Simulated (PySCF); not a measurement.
```xyz
3
charge 0 multiplicity 1, angstrom
I     0.5129    0.5129   -0.9024
S    -0.5077   -0.5077   -2.6285
I    -0.3877   -0.3877    1.5723
```

These are results of PySCF, PBE0, basis I def2-TZVP with ECP28, S def2-TZVP (scalar-relativistic core potentials, no spin–orbit coupling, density fitting), not measurements.

This geometry of ISI is a stationary point at this level.

Question: What is the point group?

Answer: Cs.

Question: Is it a minimum?

Answer: Yes: all harmonic wavenumbers are real.

Question: List the harmonic modes with their infrared intensities.

Answer: 
| symmetry | ω (cm⁻¹) | IR (km/mol) | type |
| --- | --- | --- | --- |
| a' | 92 | 0.9 | bend |
| a' | 173 | 17.2 | stretch |
| a' | 449 | 25.4 | stretch |

Question: Give the ideal-gas entropy at 298.15 K and 1 bar by parts.

Answer: translation 179.4, rotation 121.8, vibration 28.5, spin 0.0; total 329.7 J/(mol K).

Other isomers or separated fragments may lie lower.
